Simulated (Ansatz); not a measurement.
`FC(Cl)[TeH]` + `B1CS1` → `[TeH]B1CS1` + `FCCl` at 700 K and 1 bar (formal exchange of groups at a Te–C bond).

Gas-phase electronic energies from Ansatz, PBE0-D4/def2-TZVP geometries. CCSD(T)/CBS is the MP2 limit (def2-TZVPP, def2-QZVPP) plus CCSD(T) − MP2 in def2-TZVPP, frozen cores. This one scheme is used for every species. Elements past krypton have def2 core potentials. For Te outer-core shells are correlated without core-valence functions, which leaves a few kJ/mol of doubt a bond.

```json
{"species": "`FC(Cl)[TeH]`", "CCSD(T)/CBS energy (Eh)": "-866.51961", "H − E (kJ/mol)": "124.9", "S (J/(mol·K))": "408.9"}
{"species": "`B1CS1`", "CCSD(T)/CBS energy (Eh)": "-462.41225", "H − E (kJ/mol)": "145.8", "S (J/(mol·K))": "322.1"}
{"species": "`[TeH]B1CS1`", "CCSD(T)/CBS energy (Eh)": "-730.16423", "H − E (kJ/mol)": "159.5", "S (J/(mol·K))": "408.3"}
{"species": "`FCCl`", "CCSD(T)/CBS energy (Eh)": "-598.81139", "H − E (kJ/mol)": "117.8", "S (J/(mol·K))": "315.0"}
```

H − E and S are ideal-gas, rigid-rotor, harmonic terms from PBE0-D4/def2-TZVP, for one conformer and one mirror image of each species. 1 Eh = 2625.50 kJ/mol, R = 8.31446 J/(mol·K).

By hand: ΔE, ΔH, ΔS and ΔG.

ΔE = (-730.16423) + (-598.81139) − (-866.51961) − (-462.41225) = -0.04376 Eh = -114.9 kJ/mol. Δ(H − E) = 159.5 + 117.8 − 124.9 − 145.8 = 6.6, so ΔH = -108.3 kJ/mol. ΔS = 408.3 + 315.0 − 408.9 − 322.1 = -7.7 J/(mol·K). ΔG = -108.3 − 700 × (-7.7)/1000 = -102.9 kJ/mol.

By hand: the equilibrium constant, and the temperature at which ΔG would vanish if ΔH and ΔS stayed fixed.

log₁₀ K = −ΔG/(RT ln 10) = 7.7. ΔG = 0 at ΔH/ΔS = 14065 K, far beyond where these terms or the molecules hold.

The number of gas molecules stays the same, so ΔS is small and ΔH decides. A doubt of 5 kJ/mol in ΔE shifts log₁₀ K by 0.4 here. Other conformers and mirror images would add mixing entropy, several J/(mol·K) or more a flexible species. These are equilibria of isolated gas molecules and say nothing of rates. Largest T1 diagnostic: 0.016 (customary marks: 0.02 for closed shells, 0.045 for open ones).
